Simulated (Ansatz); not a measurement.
`N[SiH](N)[Ga]([F])[Cl]` + CH₃NH₂ → `[NH2][Ga]([F])[Cl]` + `C[SiH](N)N`  (formal exchange of groups at a Ga–Si bond)

Program: Ansatz. Geometries: PBE0-D4/def2-TZVP. ΔE: electronic, gas phase. CCSD(T)/CBS is the MP2 limit (def2-TZVPP, def2-QZVPP) plus CCSD(T) − MP2 in def2-TZVPP, frozen cores. For Ga outer-core shells are correlated without core-valence functions, which leaves a few kJ/mol of doubt a bond. Scalar relativity is left out up to krypton. One conformer a species, not always the lowest.

`N[SiH](N)[Ga]([F])[Cl]`:

Z-matrix (Å, degrees):
```
Si
N 1 1.707
Ga 1 2.420 2 117.7
N 1 1.702 2 110.3 3 113.6
H 1 1.490 2 103.8 3 -119.1
H 2 1.007 1 122.0 3 -59.0
H 2 1.007 1 120.6 3 93.5
F 3 1.757 1 128.0 2 -52.5
Cl 3 2.164 1 121.6 2 125.7
H 4 1.006 1 122.1 2 -139.4
H 4 1.007 1 123.0 2 57.3
```

CH₃NH₂:

Cartesian coordinates in Å:
```
C -0.406 0.398 -0.006
N 0.831 -0.363 0.046
H -1.321 -0.199 -0.132
H -0.357 1.112 -0.831
H -0.512 0.979 0.913
H 0.954 -0.902 -0.802
H 0.811 -1.025 0.812
```

`[NH2][Ga]([F])[Cl]`:

Z-matrix (Å, degrees):
```
N
Ga 1 1.791
H 1 1.005 2 121.8
H 1 1.005 2 122.2 3 -159.9
F 2 1.743 1 119.0 3 -11.1
Cl 2 2.117 1 124.0 3 171.5
```

`C[SiH](N)N`:

Cartesian coordinates in Å:
```
C 0.332 -1.347 -0.756
Si -0.430 0.114 0.124
N -0.304 1.644 -0.638
N 0.395 0.239 1.624
H 1.406 -1.202 -0.904
H -0.131 -1.486 -1.736
H 0.190 -2.272 -0.190
H -1.907 -0.111 0.197
H 0.589 2.067 -0.832
H -1.022 1.969 -1.262
H 0.727 -0.584 2.097
H 0.155 0.968 2.276
```

| species | CCSD(T)/CBS(def2) energy (Eh) |
| --- | --- |
| `N[SiH](N)[Ga]([F])[Cl]` | -2885.18416 |
| CH₃NH₂ | -95.75281 |
| `[NH2][Ga]([F])[Cl]` | -2539.54166 |
| `C[SiH](N)N` | -441.43339 |

Question: Work out ΔE.

Answer: ΔE = (-2539.54166) + (-441.43339) − (-2885.18416) − (-95.75281) = -0.03808 Eh = -100.0 kJ/mol.

Largest T1 diagnostic among the species: 0.013.

From BLYP to BHLYP (50 % exact exchange), in def2-TZVPP and without D4, ΔE moves by −21.3 kJ/mol. Leaving LDA and LC-ωPBE aside and taking each functional with its dispersion term where it has one, the values, not all of them listed here, spread over 29.6 kJ/mol, from PBE-QIDH to PBE-D4. LDA lies −6.7 kJ/mol from PBE without D4. At CCSD(T), def2-SVP lies +5.2 kJ/mol from the extrapolated value and def2-TZVPP −2.8 kJ/mol.
